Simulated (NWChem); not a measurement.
Species: AlH₃O; SMILES [OH][AlH2]

```xyz
5

Al    -0.0068     0.6019     0.0000
H      1.3959     1.3482     0.0000
H     -1.4080     1.3329     0.0000
O     -0.0721    -1.1009     0.0000
H      0.6777    -1.6978     0.0000
```
Atoms are numbered in this order, from 1.

Program: NWChem. Pople sets run with spherical d functions. Coordinates come from a PBE0/def2-SVP optimisation. B3LYP is NWChem's, with the RPA form of VWN correlation. Vertical excitations in the gas phase; the lowest state need not have the same character in each row.

```json
[
 {"level": "PBE/6-31G*, TDA", "lowest excitation, singlet (eV)": "5.39", "oscillator strength of that lowest state": "0.001", "lowest state with f > 0.02, singlet (eV)": "6.93", "oscillator strength of that bright state": "0.035", "lowest triplet (eV)": "5.03", "orbital gap (eV)": "5.28"},
 {"level": "B3LYP/6-31G*, TDA", "lowest excitation, singlet (eV)": "5.80", "oscillator strength of that lowest state": "0.001", "lowest state with f > 0.02, singlet (eV)": "7.42", "oscillator strength of that bright state": "0.043", "lowest triplet (eV)": "5.44", "orbital gap (eV)": "7.00"},
 {"level": "BHandHLYP/6-31G*, TDA", "lowest excitation, singlet (eV)": "6.32", "oscillator strength of that lowest state": "0.000", "lowest state with f > 0.02, singlet (eV)": "7.63", "oscillator strength of that bright state": "0.021", "lowest triplet (eV)": "5.91", "orbital gap (eV)": "9.45"},
 {"level": "LRC-wPBEh/6-31G*, TDA", "lowest excitation, singlet (eV)": "5.96", "oscillator strength of that lowest state": "0.000", "lowest state with f > 0.02, singlet (eV)": "7.77", "oscillator strength of that bright state": "0.053", "lowest triplet (eV)": "5.54", "orbital gap (eV)": "10.90"}
]
```
